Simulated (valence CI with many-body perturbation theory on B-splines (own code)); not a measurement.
E1 line list for Mg VIII

Method: configuration interaction combined with many-body perturbation theory (CI+MBPT): three valence electrons over a frozen Dirac-Fock core [He], a basis of 11 s, 11 p, 10 d, 8 f, 5 g, 2 h functions for each j, with the one-electron correlation potential Σ1, the two-electron term Σ2, the three-electron term Σ3, Breit, model QED; selected CI, second order for the rest, scaled by the run's own slope (own B-spline code, finite nucleus).

No measured levels were compared; by estimate levels hold to about 100 cm⁻¹ or 0.05 % of their energy and the worst to 300 or 400 cm⁻¹, as in measured light ions of charge 2 to 7.

Lines 151 to 200 of 580 in falling wavelength, among levels below 1904500 cm⁻¹, chosen from the strongest by gf and those to the six lowest levels. Wavelengths and rates use the calculated energies, so an error of 200 cm⁻¹ moves a line at 1198 Å by 0.24 % and its rate by three times that or more. Electric multipoles are in the length gauge, E1 and E2 with the static RPA response of the core. Weak lines are less certain than strong ones. Lines between different terms over intervals too small for the method are left out, as are lines whose strength nearly cancels. Where a level lies close to another of its J and parity, the split of strength between their lines is uncertain. The highest levels of a list are the least certain.

Names give the largest LS component (configuration and term), which can be under half, so a name can repeat, a term be missing and a line seem to break the LS rules; names also repeat where a configuration has a term twice. Letters in brackets count levels of one name in rising energy.

| λ vac (Å) | Upper | Lower | A (s⁻¹) | log gf | Branch % |
| --- | --- | --- | --- | --- | --- |
| 1198 | 2p2 3p 2P°_3/2 [b] | 2p2 3s 2D_5/2 | 6.30e+08 | -0.27 | 0.9 |
| 1156 | 2p2 3p 2D°_5/2 [b] | 2p2 3s 2P_3/2 | 4.03e+08 | -0.32 | 0.3 |
| 1126 | 2p2 3p 2D°_3/2 [b] | 2p2 3s 2P_1/2 | 3.63e+08 | -0.56 | 0.3 |
| 1052 | 2p2 3d 2D_5/2 [b] | 2p2 3p 2D°_5/2 [a] | 2.07e+08 | -0.69 | 0.0 |
| 997.4 | 2p2 3p 2P°_3/2 [b] | 2p2 3s 2P_3/2 | 5.25e+08 | -0.50 | 0.8 |
| 962.4 | 2s 2p 3d 2P°_3/2 [a] | 2s 2p 3p 2P_3/2 [a] | 3.84e+08 | -0.67 | 0.1 |
| 928.9 | 2p2 3p 2D°_3/2 [a] | 2s 2p 3p 2P_1/2 [b] | 3.40e+08 | -0.75 | 0.4 |
| 915.2 | 2p2 3p 2D°_5/2 [a] | 2s 2p 3p 2P_3/2 [b] | 3.85e+08 | -0.54 | 0.4 |
| 705.0 | 2p2 3p 2F°_5/2 | 2s 2p 3p 2D_3/2 [b] | 6.19e+08 | -0.56 | 1.2 |
| 703.3 | 2p2 3p 2F°_7/2 | 2s 2p 3p 2D_5/2 [b] | 6.97e+08 | -0.38 | 1.3 |
| 690.4 | 2p3 2D°_5/2 | 2s 2p2 2P_3/2 | 7.55e+08 | -0.49 | 18.2 |
| 685.9 | 2p2 3d 2D_3/2 [b] | 2s 2p 3d 2D°_3/2 [b] | 8.86e+08 | -0.60 | 0.2 |
| 682.2 | 2p2 3d 2D_5/2 [b] | 2s 2p 3d 2D°_5/2 [b] | 8.49e+08 | -0.45 | 0.2 |
| 680.6 | 2p3 2D°_3/2 | 2s 2p2 2P_1/2 | 6.85e+08 | -0.72 | 16.6 |
| 662.0 | 2p2 3d 2P_3/2 [b] | 2s 2p 3d 2P°_3/2 [b] | 9.03e+08 | -0.62 | 0.2 |
| 659.5 | 2p2 3s 2D_5/2 | 2s 2p 3s 2P°_3/2 [b] | 1.54e+09 | -0.22 | 1.8 |
| 659.2 | 2p2 3s 2D_3/2 | 2s 2p 3s 2P°_1/2 [b] | 1.23e+09 | -0.49 | 1.4 |
| 651.9 | 2s2 5p 2P°_1/2 | 2s2 4d 2D_3/2 | 1.71e+09 | -0.66 | 13.6 |
| 651.4 | 2s2 5p 2P°_3/2 | 2s2 4d 2D_5/2 | 1.51e+09 | -0.42 | 11.9 |
| 647.8 | 2p2 3d 2F_7/2 [b] | 2s 2p 3d 2F°_7/2 [b] | 5.96e+08 | -0.52 | 0.1 |
| 647.0 | 2p2 3d 2F_5/2 [b] | 2s 2p 3d 2F°_5/2 [b] | 5.71e+08 | -0.67 | 0.1 |
| 642.3 | 2s2 5g 2G_7/2 | 2s2 4f 2F°_7/2 | 5.42e+08 | -0.57 | 3.1 |
| 642.3 | 2s2 5g 2G_9/2 | 2s2 4f 2F°_7/2 | 1.52e+10 | 0.97 | 87.5 |
| 642.2 | 2s2 5g 2G_7/2 | 2s2 4f 2F°_5/2 | 1.46e+10 | 0.86 | 84.2 |
| 631.8 | 2s2 4f 2F°_7/2 | 2s 2p 3p 2D_5/2 [b] | 4.15e+08 | -0.70 | 0.6 |
| 626.7 | 2p2 3p 2D°_5/2 [b] | 2s 2p 3p 2D_5/2 [b] | 5.24e+08 | -0.73 | 0.4 |
| 622.3 | 2s2 5s 2S_1/2 | 2s2 4p 2P°_3/2 | 2.32e+09 | -0.57 | 3.3 |
| 616.2 | 2p2 3p 2P°_3/2 [b] | 2s 2p 3p 2S_1/2 [b] | 7.56e+08 | -0.76 | 1.1 |
| 590.4 | 2s2 5f 2F°_5/2 | 2s2 4d 2D_5/2 | 6.63e+08 | -0.68 | 1.9 |
| 590.3 | 2s2 5f 2F°_7/2 | 2s2 4d 2D_5/2 | 9.95e+09 | 0.62 | 27.7 |
| 590.1 | 2s2 5f 2F°_5/2 | 2s2 4d 2D_3/2 | 9.31e+09 | 0.46 | 26.2 |
| 582.1 | 2s2 5g 2G_9/2 | 2p2 3p 2F°_7/2 | 6.67e+08 | -0.47 | 3.8 |
| 580.1 | 2s2 5g 2G_7/2 | 2p2 3p 2F°_5/2 | 6.21e+08 | -0.60 | 3.6 |
| 546.4 | 2s2 5d 2D_5/2 | 2s2 4p 2P°_3/2 | 3.87e+09 | 0.02 | 4.3 |
| 545.9 | 2s2 5d 2D_3/2 | 2s2 4p 2P°_1/2 | 2.86e+09 | -0.29 | 3.2 |
| 536.2 | 2s2 5d 2D_3/2 | 2p2 3p 2P°_1/2 [a] | 1.19e+09 | -0.69 | 1.3 |
| 536.1 | 2s2 5d 2D_5/2 | 2p2 3p 2P°_3/2 [a] | 1.06e+09 | -0.56 | 1.2 |
| 505.2 | 2s2 5p 2P°_1/2 | 2s2 4s 2S_1/2 | 2.29e+09 | -0.76 | 18.2 |
| 504.7 | 2s2 5p 2P°_3/2 | 2s2 4s 2S_1/2 | 2.22e+09 | -0.47 | 17.5 |
| 501.0 | 2p2 3d 2F_5/2 [a] | 2s 2p 3d 2F°_5/2 [a] | 9.38e+08 | -0.67 | 1.5 |
| 500.1 | 2p2 3d 2F_7/2 [a] | 2s 2p 3d 2F°_7/2 [a] | 9.05e+08 | -0.57 | 1.5 |
| 489.9 | 2p3 2P°_3/2 | 2s 2p2 2P_3/2 | 2.84e+09 | -0.39 | 28.4 |
| 485.6 | 2p3 2P°_1/2 | 2s 2p2 2P_1/2 | 2.46e+09 | -0.76 | 24.5 |
| 472.3 | 2p2 3p 4D°_7/2 | 2s 2p 3p 4P_5/2 | 9.75e+08 | -0.58 | 1.6 |
| 460.7 | 2p2 3p 2D°_3/2 [a] | 2s 2p 3p 2D_3/2 [a] | 2.43e+09 | -0.51 | 2.6 |
| 460.4 | 2p2 3p 2D°_5/2 [a] | 2s 2p 3p 2D_5/2 [a] | 2.43e+09 | -0.33 | 2.6 |
| 459.1 | 2p2 3p 4P°_5/2 | 2s 2p 3p 4P_5/2 | 1.04e+09 | -0.70 | 1.2 |
| 446.3 | 2p2 3d 2P_3/2 [a] | 2s 2p 3d 2D°_5/2 [a] | 2.05e+09 | -0.61 | 1.6 |
| 445.8 | 2p2 3p 2S°_1/2 | 2s 2p 3p 2P_3/2 [a] | 3.67e+09 | -0.66 | 2.8 |
| 442.0 | 2p2 3d 2P_1/2 [a] | 2s 2p 3d 2D°_3/2 [a] | 3.14e+09 | -0.73 | 1.9 |
